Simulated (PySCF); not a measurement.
## Oscillator strengths, rates and cross-sections

Species: C₄H₆OS₂.
InChI=1S/C4H6OS2/c5-1-3-2-7-4(3)6/h3,5H,1-2H2/t3-/m0/s1

Method used: TDDFT B3LYP/def2-SVPD, vertical, gas phase, core orbitals frozen in the response (PySCF 2.14.0, density-fitted response routines). The structure is a single GFN2-xTB conformer in the gas phase; no vibrational or solvent corrections. Torsions of this conformer, `[OH:1][CH2:2][C@H:3]1[CH2:4][S:5][C:6]1=[S:7]`: O1–C2–C3–C4 66°, H–O1–C2–C3 68°.

Computed singlets with f of 0.002 or more:

```json
{"state": "S2", "E (eV)": "4.37", "f": "0.082"}
{"state": "S3", "E (eV)": "4.74", "f": "0.095"}
{"state": "S5", "E (eV)": "5.20", "f": "0.033"}
{"state": "S6", "E (eV)": "5.65", "f": "0.041"}
{"state": "S7", "E (eV)": "6.03", "f": "0.057"}
{"state": "S8", "E (eV)": "6.06", "f": "0.044"}
```

Turn these into Einstein A coefficients, radiative lifetimes, transition dipoles and integrated cross-sections.

For one non-degenerate pair of states in vacuum, A = 0.6670 f ν̃² s⁻¹ with ν̃ in cm⁻¹, τ = 1/A, |μ|² = 3f / (2ΔE) in atomic units, and the integrated cross-section is ∫σ dE = 109.76 f Mb·eV.

```
state  A (s⁻¹)      τ  |μ| (D)  ∫σ dE (Mb·eV)
   S2  6.7×10⁷  15 ns     2.22            8.9
   S3  9.3×10⁷  11 ns     2.30             10
   S5  3.9×10⁷  26 ns     1.29            3.6
   S6  5.7×10⁷  18 ns     1.38            4.5
   S7  9.1×10⁷  11 ns     1.58            6.3
   S8  7.1×10⁷  14 ns     1.39            4.9
```

The rates are for emission to S0 at the absorption energy, with no other channel.

What is the integrated cross-section of all computed states together?

Σf = 0.353 over S1 to S8, so 109.76 × Σf ≈ 38.8 Mb·eV.

Suppose S2 emitted 0.3 eV lower with the same transition dipole. How would A change?

At fixed |μ|, A goes as the cube of the energy: (4.07/4.37)³ = 0.81, which makes τ about 18 ns.

Which computed singlets stay under f = 0.002?

S1 (2.80 eV, f 0.0001) and S4 (4.90 eV, f 0.0005).
